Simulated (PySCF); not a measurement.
**Spin states of SnHg**

Unrestricted PBE0; PySCF, scalar-relativistic core potentials, basis sets Sn def2-SVP with ECP28, Hg def2-SVP with ECP60. Outer shells of the fragments: Sn 4d10 5s2 5p2; Hg 5d10 6s2.

Followed along the bond (rough minima from three points):

| 2Ms+1 | unpaired | ⟨S²⟩ at the start | R at minimum (Å) | Te (eV) |
| --- | --- | --- | --- | --- |
| 3 | π ↑↑ | 2.01 | 2.92 | 0.00 |
| 1 | π ↑↓ | 1.01 | 2.90 | 0.27 |
| 1 | σ ↓, π ↑ | 1.01 | 3.54 | 0.62 |
| 1 | none | 0.00 | 2.85 | 1.03 |
| 3 | σ ↑, π ↑ | 2.01 | none in the scan | ≤ 0.35 |

Solutions found at the starting distance of 2.725 Å, counted from the lowest of them; the search is not exhaustive and high or unbound solutions are not listed, so other states can lie among these:

```json
{"2Ms+1": "3", "unpaired": "π ↑↑", "term": "³Σ⁻", "E (eV)": "0.00", "⟨S²⟩": "2.01", "⟨Lz²⟩": "0.00", "μ (D)": "1.56"}
{"2Ms+1": "1", "unpaired": "π ↑↓", "term": "mixed", "E (eV)": "0.27", "⟨S²⟩": "1.01", "⟨Lz²⟩": "2.01", "μ (D)": "1.45"}
{"2Ms+1": "3", "unpaired": "σ ↑, π ↑", "term": "³Π", "E (eV)": "0.70", "⟨S²⟩": "2.01", "⟨Lz²⟩": "1.00", "μ (D)": "-0.98"}
{"2Ms+1": "1", "unpaired": "σ ↓, π ↑", "term": "mixed", "E (eV)": "0.90", "⟨S²⟩": "1.01", "⟨Lz²⟩": "1.00", "μ (D)": "-0.98"}
{"2Ms+1": "1", "unpaired": "none", "term": "mixed", "E (eV)": "1.00", "⟨S²⟩": "0.00", "⟨Lz²⟩": "2.00", "μ (D)": "1.09"}
{"2Ms+1": "3", "unpaired": "π ↑↑", "term": "mixed", "E (eV)": "3.57", "⟨S²⟩": "2.01", "⟨Lz²⟩": "2.01", "μ (D)": "-4.14"}
```

A term symbol is given only where ⟨S²⟩ and ⟨Lz²⟩ are close to those of a pure state; real π, δ and φ orbitals otherwise mix terms. A positive dipole means Sn(−)Hg(+).

Spin–orbit coupling is left out. Counting both spins, an empty level lies below a filled one in some of these solutions, because spin and occupation are held.
